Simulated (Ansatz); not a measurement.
System: sum formula HSiO (charge +1, singlet). It need not be the lowest isomer of its formula. 
Coordinates optimised at B3LYP-D3(BJ)/def2-TZVP (Ansatz, a program for electronic structure):
SMILES: [OH+]=[Si]
```xyz
3

O      0.0000     0.0000    -0.8973
Si     0.0000     0.0000     0.6459
H      0.0000     0.0000    -1.8643
```
Charge +1, spin multiplicity 1.

Basis-set convergence of Hartree-Fock and CCSD correlation energies (hartree) with Ansatz. Correlated levels leave the core frozen unless marked. Spin-orbit coupling is left out. No relativistic terms.

| basis | functions | E(HF) | E(corr, CCSD) |
|---|---|---|---|
| aug-cc-pV(D+d)Z | 64 | -364.14136 | -0.27904 |
| aug-cc-pV(T+d)Z | 124 | -364.17775 | -0.32985 |
| aug-cc-pV(Q+d)Z | 215 | -364.18565 | -0.34759 |

Extrapolating the two largest sets (X = 3 and 4) as X^-3: E(corr) = (64·(-0.34759) - 27·(-0.32985))/37 = -0.3605 Eh, an estimate of the basis-set limit. The largest set recovers 96.4 % of it, the smallest 77.4 %.
